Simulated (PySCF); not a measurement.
Ga2H4. Atoms are numbered in the order given.

```xyz
6

Ga     0.0000     0.0000     1.2293
Ga     0.0000     0.0000    -1.2293
H     -0.9449     0.9449     2.0685
H      0.9449    -0.9449     2.0685
H     -0.9449    -0.9449    -2.0685
H      0.9449     0.9449    -2.0685
```

The structure is a stationary point at PBE0-D3(BJ)/def2-TZVP.

All values below come from PBE0/pcSseg-2 run with PySCF.

GIAO shieldings, no solvent; atoms alike by connectivity are averaged. δ = σ(ref) − σ: ¹H against TMS (σ = 31.54 ppm), references at their B3LYP-D3(BJ)/def2-TZVP geometries, non-relativistic.

Question: Estimate the chemical shifts. (Estimate from the structure and the level; the computed values follow.)

Answer: 
```tsv
nucleus	atoms	count	δ (ppm)
¹H	H3, H4, H5, H6	4	7.86
```
